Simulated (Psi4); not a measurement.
A dimer, CH5N ··· Li+ (SMILES CN and [Li+]) (charge +1); the first 7 atoms form monomer A.

```
8

C     -0.5674     0.0863     0.0133
N      0.8700     0.0080     0.2712
H     -0.8931    -0.3313    -0.9494
H     -0.8821     1.1305     0.0489
H     -1.1033    -0.4396     0.8050
H      1.3904     0.5004    -0.4447
H      1.1855    -0.9542     0.2557
Li     1.0413     0.8420     2.0532
```

Question: What interaction energy does SAPT0/jun-cc-pVDZ, all electrons correlated run with Psi4 give, and which attractive term is the largest?

Answer: Total -39.78 kcal/mol: electrostatics -43.44, exchange 18.79, induction -14.92, dispersion -0.21. The most attractive term is electrostatics.
